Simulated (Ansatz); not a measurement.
`BB[O][AlH2]` + NH₃ → `BBN` + `[OH][AlH2]` at 500 K and 1 bar (ligand exchange at a B–O bond).

Computed with Ansatz on PBE0-D4/def2-TZVP structures; ΔE is electronic, products minus reactants. CCSD(T)/CBS adds triple-zeta CCSD(T) − MP2 to the extrapolated MP2 energy (def2 sets, frozen cores). This one scheme is used for every species. One conformer a species, not always the lowest.

| species | CCSD(T)/CBS energy (Eh) | H − E (kJ/mol) | S (J/(mol·K)) |
| --- | --- | --- | --- |
| `BB[O][AlH2]` | -369.81813 | 175.8 | 397.2 |
| NH₃ | -56.50880 | 108.2 | 211.8 |
| `BBN` | -107.29684 | 188.9 | 317.4 |
| `[OH][AlH2]` | -319.03157 | 95.7 | 286.7 |

H − E and S are ideal-gas, rigid-rotor, harmonic terms from PBE0-D4/def2-TZVP, for one conformer and one mirror image of each species. 1 Eh = 2625.50 kJ/mol, R = 8.31446 J/(mol·K).

Task: By hand: ΔE, ΔH, ΔS and ΔG.

Result: ΔE = (-107.29684) + (-319.03157) − (-369.81813) − (-56.50880) = -0.00148 Eh = -3.9 kJ/mol. Δ(H − E) = 188.9 + 95.7 − 175.8 − 108.2 = 0.6, so ΔH = -3.3 kJ/mol. ΔS = 317.4 + 286.7 − 397.2 − 211.8 = -4.9 J/(mol·K). ΔG = -3.3 − 500 × (-4.9)/1000 = -0.8 kJ/mol.

Task: By hand: the equilibrium constant, and the temperature at which ΔG would vanish if ΔH and ΔS stayed fixed.

Result: log₁₀ K = −ΔG/(RT ln 10) = 0.1. ΔG = 0 at ΔH/ΔS = 673 K, though so small a ΔH makes that figure unsure.

TΔS isn't small against ΔH here. The sign of ΔG lies within the doubt. A doubt of 5 kJ/mol in ΔE shifts log₁₀ K by 0.5 here. Other conformers and mirror images would add mixing entropy, several J/(mol·K) or more a flexible species. These are equilibria of isolated gas molecules and say nothing of rates. Largest T1 diagnostic: 0.014 (customary marks: 0.02 for closed shells, 0.045 for open ones).
